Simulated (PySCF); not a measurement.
**Mn²⁺ (manganese, charge +2): UHF calculation**

Configuration: [Ar] 3d5, high-spin 6S determinant. Computed with PySCF 2.14 in aug-cc-pwCVTZ-DK with one added diffuse shell each of s, p, d, f, g type (11s10p8d5f4g, 152 functions), with the spin-free X2C one-electron Hamiltonian (Gaussian nucleus).

- Total energy: -1156.616611 hartree
- One-electron energy: -1579.1790 hartree
- Hartree (Coulomb) energy: 473.7887 hartree
- Exchange energy: -51.2263 hartree
- ⟨S²⟩: 8.7506
- ⟨L²⟩: 0.000
- Sum of ⟨r⟩: 14.84 bohr
- Sum of ⟨r²⟩: 15.86 bohr²
- Langevin diamagnetic susceptibility: -12.6 ×10⁻⁶ cm³/mol

```json
{"shell": "1s β", "electrons": "1", "mean orbital energy (hartree)": "-243.13494", "rms radius, mean of both spins (bohr)": "0.0703"}
{"shell": "1s α", "electrons": "1", "mean orbital energy (hartree)": "-243.13282", "rms radius, mean of both spins (bohr)": "0.0703"}
{"shell": "2s α", "electrons": "1", "mean orbital energy (hartree)": "-30.23431", "rms radius, mean of both spins (bohr)": "0.302"}
{"shell": "2s β", "electrons": "1", "mean orbital energy (hartree)": "-30.10392", "rms radius, mean of both spins (bohr)": "0.302"}
{"shell": "2p α", "electrons": "3", "mean orbital energy (hartree)": "-25.59318", "rms radius, mean of both spins (bohr)": "0.273"}
{"shell": "2p β", "electrons": "3", "mean orbital energy (hartree)": "-25.46431", "rms radius, mean of both spins (bohr)": "0.273"}
{"shell": "3s α", "electrons": "1", "mean orbital energy (hartree)": "-4.72922", "rms radius, mean of both spins (bohr)": "0.917"}
{"shell": "3s β", "electrons": "1", "mean orbital energy (hartree)": "-4.31576", "rms radius, mean of both spins (bohr)": "0.917"}
{"shell": "3p α", "electrons": "3", "mean orbital energy (hartree)": "-3.39002", "rms radius, mean of both spins (bohr)": "0.986"}
{"shell": "3p β", "electrons": "3", "mean orbital energy (hartree)": "-2.88752", "rms radius, mean of both spins (bohr)": "0.986"}
{"shell": "3d α", "electrons": "5", "mean orbital energy (hartree)": "-1.27964", "rms radius, mean of both spins (bohr)": "1.24"}
```

Densities and radii are taken from the X2C orbitals without a picture-change correction, which distorts them close to the nucleus.

Spin-orbit constants ζ (cm⁻¹) from the X2C one-electron operator on these orbitals: bare nucleus, nucleus screened by l(l+1)(2l+1)/3 electrons, and screened by the Breit-Pauli mean field of the electrons.

```csv
shell,bare,screened nucleus,mean field
2p,59260,54520,n/a
3p,7041,6477,n/a
3d,615.7,369.4,n/a
```
